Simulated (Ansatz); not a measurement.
Two isomers of BH7O2Si2: A = `OB([SiH3])O[SiH3]`, B = `OBO[SiH2][SiH3]`.

Gas-phase electronic energies from Ansatz, PBE0-D4/def2-TZVP geometries. CCSD(T)/CBS adds triple-zeta CCSD(T) − MP2 to the extrapolated MP2 energy (def2 sets, frozen cores). Functionals use def2-TZVPP. B3LYP here is the variant with VWN-RPA as its local correlation; programs differ in this. One conformer a species, not always the lowest.

A:

```xyz
12

O     0.6465    0.5800    2.2326
B     0.3021    0.2641    0.9588
Si    1.5338    0.8977   -0.5383
O    -0.8405   -0.4545    0.7514
Si   -1.6207   -1.0426   -0.5788
H     0.0105    0.2421    2.8746
H     0.7951    1.7770   -1.4888
H     2.0444   -0.2620   -1.3238
H     2.6963    1.6532   -0.0033
H    -2.9815   -0.4564   -0.6184
H    -1.7100   -2.5169   -0.4536
H    -0.8760   -0.6818   -1.8125
```

B:

Z-matrix (Å, degrees):
```
Si
Si 1 2.346
O 1 1.658 2 112.7
H 1 1.487 2 110.3 3 -120.3
H 1 1.487 2 110.3 3 120.3
H 2 1.487 1 111.2 3 60.9
H 2 1.489 1 107.8 3 180.0
H 2 1.487 1 111.2 3 -60.9
B 3 1.361 1 131.9 2 -0.1
O 9 1.352 3 120.5 1 -179.9
H 9 1.200 3 121.8 1 0.1
H 10 0.963 9 112.3 3 0.0
```

Which is lower in electronic energy at CCSD(T)/CBS, and by how much? (Estimate.)

The calculation gave: B, by 18.8 kJ/mol.

Give E(B) − E(A) in kJ/mol with B2PLYP, B3LYP, CCSD/def2-TZVPP, PBE-D4, r2SCAN-D4, ωB97M-V, HF/def2-TZVPP. (An estimate is asked.)

Ansatz gave: B2PLYP -18.9, B3LYP -20.2, CCSD/def2-TZVPP -18.1, PBE-D4 -22.1, r2SCAN-D4 -21.3, ωB97M-V -17.6, HF/def2-TZVPP -19.3. None reverses the order clearly.

Largest T1 diagnostic: 0.014.
